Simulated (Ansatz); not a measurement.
A nudged elastic band was laid between two geometries of FH3O2Si + H2O (10 atoms, charge 0, multiplicity 1).

Level of theory: RKS B3LYP-D4/def2-SVP in Ansatz.

* movable images: 5
* climbing image: yes
* spring: 5.0 eV/Å²
* optimiser: quadratic models (default)
* start path: through a guess of the saddle point
* force threshold: 0.05 eV/Å
* iteration limit: 60
* end points: relaxed

Image 0:

```xyz
10
Properties=species:S:1:pos:R:3
Si -0.209 0.009 -0.043
F -0.183 0.303 1.560
H 1.115 0.296 -0.603
O -1.399 0.967 -0.688
H -1.390 1.912 -0.496
O -0.754 -1.529 -0.339
H -1.668 -1.562 -0.650
O 1.503 -1.930 1.138
H 0.777 -2.441 0.745
H 1.141 -1.651 1.991
```

Image 6:

```xyz
10
Properties=species:S:1:pos:R:3
Si 0.116 -0.624 -0.507
F 0.151 -0.472 2.691
H 0.852 -0.256 -1.733
O -0.243 0.717 0.460
H -1.071 1.175 0.262
O -1.387 -1.223 -0.863
H -1.453 -1.985 -1.451
O 1.086 -1.585 0.398
H 0.913 -1.534 1.357
H -0.033 0.161 2.000
```

**Question.** Which bonds break or form, and what moves?

**Answer.** Bonds broken: Si1–F2, O8–H10. Bonds formed: Si1–O8, F2–H10. FH3O2Si + H2O becomes FH + H4O3Si.

**Question.** Give the energies along the band, and the barrier.

**Answer.** It converged. The highest image is number 3 of 0 to 6, 0.98 eV above the first end and 0.84 eV above the last; the last end lies 0.15 eV above the first. The profile has 2 maxima (images 3, 5) with wells between them (image 4): this band takes more than one step, which may be the mechanism or a detour left from its start path. A structure lower than the last end lies on the path between it and the top, so the climb from that side starts below the end, which may itself be a saddle point or a shallow side well. A vibrational analysis at the climbing image gives one clearly imaginary mode, 447i cm⁻¹: a first-order saddle point. The orbitals stay closed-shell, which can raise the energy where a bond breaks towards radicals; this wasn't checked here.

| image | path coordinate (Å) | energy (eV) | Si1–F2 (Å) | O8–H10 (Å) | Si1–O8 (Å) |
| --- | --- | --- | --- | --- | --- |
| 0 | 0.00 | 0.00 | 1.63 | 0.97 | 2.84 |
| 1 | 1.50 | 0.12 | 1.64 | 0.97 | 3.16 |
| 2 | 3.00 | 0.39 | 1.66 | 0.97 | 2.85 |
| 3 | 4.50 | 0.98 | 2.05 | 1.09 | 1.86 |
| 4 | 7.26 | 0.14 | 3.28 | 1.64 | 1.70 |
| 5 | 10.02 | 0.18 | 2.93 | 1.65 | 1.70 |
| 6 | 12.78 | 0.15 | 3.20 | 2.62 | 1.64 |

**Question.** What is the geometry of the highest image?

**Answer.** 
```xyz
10
Properties=species:S:1:pos:R:3:forces:R:3
Si 0.026 -0.366 -0.314 0.00 0.00 0.00
F -1.044 -0.559 1.418 0.00 0.00 0.00
H 1.105 -0.389 -1.326 0.00 0.00 0.00
O -0.320 1.242 -0.204 0.00 0.00 0.00
H -0.952 1.434 0.503 0.00 0.00 0.00
O -0.975 -1.551 -0.893 0.00 0.00 0.00
H -1.726 -1.710 -0.304 0.00 0.00 0.00
O 1.099 -0.955 1.093 0.00 0.00 0.00
H 1.548 -1.805 0.977 0.00 0.00 0.00
H 0.172 -0.968 1.664 0.00 0.00 0.00
```

The band took 55 iterations and about 19 core-minutes.

The run took 9.5 min on 2 threads of Arm Neoverse V1, with other jobs on the host, peak memory 0.21 GiB.
